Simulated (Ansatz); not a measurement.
Reaction (formal hydrolysis of the Hf–F bond): `[CH3][Hf]([OH])([OH])[F]` + H₂O → `[CH3][Hf]([OH])([OH])[OH]` + H–F

Computed with Ansatz on PBE0-D4/def2-TZVP structures; ΔE is electronic, products minus reactants. CCSD(T)/CBS is the MP2 limit (def2-TZVPP, def2-QZVPP) plus CCSD(T) − MP2 in def2-TZVPP, frozen cores. This one scheme is used for every species. Functionals use def2-TZVPP. Elements past krypton have def2 core potentials. For Hf outer-core shells are correlated without core-valence functions, which leaves a few kJ/mol of doubt a bond. One conformer a species, not always the lowest.

Is it downhill or uphill in electronic energy at CCSD(T)/CBS, and by how much? (Best estimate.)

Computed: Uphill: ΔE = +51.2 kJ/mol.

What do these levels give: PBE, r2SCAN0, LC-ωPBE, MP2/def2-QZVPP, MP2/CBS(def2), CCSD/CBS(def2)? (Estimate.)

Computed: PBE 59.6, r2SCAN0 56.7, LC-ωPBE 59.7, MP2/def2-QZVPP 48.2, MP2/CBS(def2) 48.0, CCSD/CBS(def2) 51.9 kJ/mol.

Largest T1 diagnostic among the species: 0.015.

At CCSD(T), def2-SVP lies +4.0 kJ/mol from the extrapolated value and def2-TZVPP −0.3 kJ/mol. From BLYP to BHLYP (50 % exact exchange), in def2-TZVPP and without D4, ΔE moves by −4.2 kJ/mol.
